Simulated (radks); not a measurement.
Results of a calculation; reference values are marked as such.
Initial-state core-level shifts of the zinc ion Zn2+ when its valence configuration changes from [Ar] 3d10. Code: a radial shooting solver on a logarithmic mesh with Libxc functionals. Model: Dirac Kohn-Sham, LDA (Slater exchange, Perdew-Wang correlation), spin-unpolarised, spherical densities, finite nucleus; open shells are shared between the two j in proportion to 2j + 1; Fermi nuclear charge, rms radius 3.9283 fm. Shifts are changes of the shell-averaged eigenvalues in eV (positive: less bound); the change of the density at the nucleus, which sets a Mossbauer isomer shift, is in e/bohr^3, on a base of 2.493e+04.

| valence | 1s | 2s | 2p | 3p | density at nucleus |
|---|---|---|---|---|---|
| 3d8 4p2 | -20.796 | -22.685 | -22.489 | -19.364 | +6.849 |
| 3d7 4p3 | -32.683 | -35.844 | -35.529 | -29.855 | +11.821 |
| 3d9 4p1 | -9.883 | -10.715 | -10.626 | -9.375 | +2.907 |
| 3d7.5 4s0.5 4p2 | -25.909 | -28.425 | -28.175 | -23.848 | +19.020 |
| 3d6.5 4s0.5 4p3 | -38.312 | -42.190 | -41.819 | -34.604 | +25.752 |
| 3d9.5 4p0.5 | -4.812 | -5.202 | -5.159 | -4.605 | +1.329 |
| 3d9 4s1 | -8.282 | -9.184 | -9.097 | -7.782 | +18.863 |
| 3d7 4s1 4p2 | -31.299 | -34.484 | -34.179 | -28.486 | +32.492 |
| 3d6.5 4s1.5 4p2 | -36.959 | -40.853 | -40.493 | -33.267 | +47.303 |
